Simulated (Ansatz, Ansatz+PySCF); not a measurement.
```xyz
8

C     0.0000    0.0000   -0.7596
C     0.0000    0.0000    2.2787
H     0.0000   -1.0240   -1.1651
H    -0.8868    0.5120   -1.1651
H     0.8868    0.5120   -1.1651
H     0.0000    1.0240    2.6842
H    -0.8868   -0.5120    2.6842
H     0.8868   -0.5120    2.6842
```

Basis set: STO-3G (spherical functions). Correlated methods keep 2 orbitals frozen. Charge 0, multiplicity 1.

Computed with Ansatz (development build ahead of 0.2.0); each method stands on the lowest determinant of its kind that the runs found. Restricted open shells among the atoms or ions are ROHF, correlated in semicanonical orbitals with singles.

Question: Give the atomization energy at this shape (free ground-state atoms in the same class of orbitals less the molecule, no zero-point energy) of singlet C₂H₆ by UHF-CCSD(T), UHF-MP2, RHF-MP2, UHF, RHF.

Answer:

```json
{"method": "UHF-CCSD(T)", "atomization energy": "27.74 eV"}
{"method": "UHF-MP2", "atomization energy": "27.17 eV"}
{"method": "RHF-MP2", "atomization energy": "26.03 eV"}
{"method": "UHF", "atomization energy": "25.48 eV"}
{"method": "RHF", "atomization energy": "20.64 eV"}
```

Caution for UHF-CCSD(T): another reference gives a lower total. Caution for UHF-CCSD(T), UHF-MP2: bonds are stretched, where a single reference can fail. Caution for UHF-CCSD(T), UHF-MP2, UHF: the determinant breaks the point group; the unrestricted determinant is a mixture of spin states. Caution for RHF-MP2, RHF: an unrestricted determinant lies well below. Caution for RHF-MP2: large amplitudes, a single reference is doubtful.

This basis has no polarisation functions and is too small for such energies, which can lie far from measured ones in either direction.
